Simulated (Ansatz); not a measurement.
C2H4S, SMILES `[CH2]S[CH2]` (excited triplet) (charge 0, multiplicity 3). This triplet is an excited state, 1.11 eV above the relaxed singlet at the level frozen-core CCSD(T)/cc-pVTZ // B3LYP-D3(BJ)/def2-TZVP (Ansatz, a program for electronic structure).

Computed with LDA/cc-pVTZ // B3LYP-D3(BJ)/def2-TZVP in Ansatz.

Ansatz 0.2 input:
```yaml
crystal:
  periodic: [false, false, false]
  atoms:
    - { symbol: C, position_ang: [1.30598, 0.111979, -0.24295] }
    - { symbol: S, position_ang: [0.120583, -1.081403, 0.177744] }
    - { symbol: C, position_ang: [-1.307292, -0.100522, 0.251209] }
    - { symbol: H, position_ang: [1.18059, 1.130404, 0.098109] }
    - { symbol: H, position_ang: [2.286557, -0.255537, -0.507603] }
    - { symbol: H, position_ang: [-2.194685, -0.570734, 0.648812] }
    - { symbol: H, position_ang: [-1.391733, 0.765811, -0.390327] }
basis:
  gaussian: { orbitals: cc-pVTZ }
hamiltonian:
  xc: lda
magnetization:
  spin_polarized: true
  initial_magnetization: 2
```

Output:

```
Functional definition: SPW92
836 factors; their error is unknown
mean field evaluation 1: about -12903.3226 eV, gradient 4.9e1 eV
mean field evaluation 2: about -12881.0363 eV, gradient 7.6e1 eV
mean field evaluation 4: about -12914.3793 eV, gradient 4.8e0 eV
mean field evaluation 8: about -12914.5102 eV, gradient 5.9e-2 eV
mean field evaluation 16: about -12914.4863 eV, gradient 8.7e-5 eV
mean field -12914.48625612 eV, -474.5986161593 hartree, gradient 7.3e-6 eV, S^2 2.004297; 0 other end points of the search recorded, 0 dependent functions left out
reference -12914.48628438 eV, -474.5986171979 hartree; 17, 15 occupied and 133, 135 virtual orbitals, 836 factors
Total energy: -12914.48628438 eV, -474.5986171979 hartree
```
